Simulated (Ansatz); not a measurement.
Wavefunction ladder for C6H3In (`C#[C][In]([C]#C)[C]#C`)

Cartesian coordinates in Å:
```
C 1.081 -3.090 -0.209
C 0.683 -1.952 -0.132
In 0.000 0.001 0.000
C 0.970 1.357 1.230
C 1.536 2.147 1.948
C -1.653 0.596 -1.099
C -2.617 0.943 -1.739
H 1.432 -4.094 -0.276
H 2.035 2.845 2.581
H -3.468 1.248 -2.305
```

The species carries charge 0 and has multiplicity 1. Correlated methods include outer-core shells of In, which these sets cover unevenly. In: def2 effective core potential. The geometry is a stationary point of PBE0-D4/def2-TZVP. Frozen core, restricted reference, Ansatz.

```tsv
basis	HF (Eh)	MP2 corr.	CCSD corr.	(T)	CCSD(T) total
def2-SVP	-417.79264	-0.81546	-0.85198	-0.04042	-418.68504
def2-TZVPP	-418.06768	-1.16633	-1.17755	-0.06179	-419.30702
def2-QZVPP	-418.07785	-1.40869	–	–	–
```
